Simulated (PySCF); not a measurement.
## C₅H₁₀ClNSi: full NMR table

```yaml
Formula: C5H10ClNSi
SMILES: C[C@H](C#N)[Si](C)(C)Cl
InChI: InChI=1S/C5H10ClNSi/c1-5(4-7)8(2,3)6/h5H,1-3H3/t5-/m1/s1
Point_group_of_the_computed_structure: C1
Degrees_of_unsaturation: 2
Carbon_signals: 5
Proton_signals: 4
```

Atoms are numbered as in `[CH3:1][C@H:2]([C:3]#[N:4])[Si:5]([CH3:6])([CH3:7])[Cl:8]`. Each H is labelled by its parent atom.

Computed data (PySCF 2.14): GIAO PBE0/pcSseg-1 shieldings, structure optimised with GFN2-xTB. One computed conformer, fast rotation and ring inversion assumed for equivalent nuclei, non-relativistic Hamiltonian, no solvent model.

Shifts are taken against calculated references (same method and geometry level): ¹H and ¹³C and ²⁹Si vs TMS; ¹⁵N against NH3.

| carbon | δC, type | δH (multiplicity) | HMBC from (2–3 bonds) | span of the C tensor (ppm) |
| --- | --- | --- | --- | --- |
| C1 | 14.1, CH3 | 1.41 (d) | H(C2) | 24 |
| C2 | 15.4, CH | 1.78 (q) | H(C1), H(C6), H(C7) | 22 |
| C3 | 125.9, C | – | H(C2), H(C1) | 353 |
| C6 | 2.7, CH3 | 0.58 (s) | H(C2), H(C7) | 18 |
| C7 | -0.4, CH3 | 0.52 (s) | H(C2), H(C6) | 19 |

Other nuclei:
```csv
atoms,nucleus,environment,δ (ppm),σ (ppm)
Si5,²⁹Si,"silicon bonded to 3 C, Cl",32.3,316.9
N4,¹⁵N,nitrile nitrogen,297.2,-29.5
```

Carbon types of the structure: 1 × C, 1 × CH, 3 × CH3, which accounts for all hydrogens. δC 125.9: nitrile carbon; this is the usual window of a C≡N carbon, which has no attached hydrogen. δC 15.4: sp3 CH bonded to Si, α to a nitrile. δC 14.1: methyl carbon; a saturated carbon with 1 carbon neighbour and no heteroatom attached. δC 2.7, -0.4: methyl carbon bonded to Si; an electropositive neighbour leaves it electron-rich and shielded. δH 0.58, 0.52: hydrogen on a methyl carbon bonded to Si; an electropositive neighbour shields it, as in TMS itself.

Shifts are as computed. Against solution values, carbons near 30 ppm lie about +3 ppm off and those near 130 ppm about +5 ppm. Of 1309 compounds with measured shifts, 239 miss one by over three times the rms of a fit or turn the order of signals round; such compounds aren't used in these exercises. Experimental scales use liquid or dissolved standards, which lie at an offset from isolated NH3 (liquid NH3: subtract about 20 ppm). Unscaled 15N shifts of sp2 nitrogen come out 20 to 40 ppm too high even then. No couplings were computed; multiplicities are counted from neighbouring protons, with m where these are inequivalent, close in shift, in a saturated or five-membered ring or joined by F or P, and br s for small geminal =CH2 splittings.
